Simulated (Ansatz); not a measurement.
GaSiH₅⁺, that is GaH2(SiH3) with one electron fewer. Charge 1, multiplicity 2. Geometry B3LYP-D4/def2-TZVP, that of the neutral singlet; atoms count from 1.

| atom | x (Å) | y (Å) | z (Å) |
| --- | --- | --- | --- |
| Ga1 | 0.101 | -0.338 | -1.337 |
| H2 | 0.285 | -1.838 | -1.781 |
| H3 | 0.015 | 0.758 | -2.465 |
| Si4 | -0.059 | 0.258 | 1.008 |
| H5 | 0.445 | 1.630 | 1.269 |
| H6 | 0.696 | -0.684 | 1.871 |
| H7 | -1.484 | 0.214 | 1.433 |

Estimate the Mulliken populations from the PBE0/def2-TZVP orbitals of Ansatz.


```
atom  charge (e)  spin (α − β)
 Ga1        0.46          0.23
  H2        0.07          0.10
  H3        0.07          0.10
 Si4        0.06          0.46
  H5        0.11          0.03
  H6        0.11          0.03
  H7        0.11          0.04
```
Mulliken values depend strongly on the basis.

Where does the spin sit?

Summed by element: Ga 0.23, H 0.31, Si 0.46, of 1 unpaired in all. Largest on single atoms: Si4 0.46, Ga1 0.23, H2 0.10.

And the Mayer bond orders between heavy atoms (over 0.3)?

Ga1–Si4 0.55 (2.42 Å).
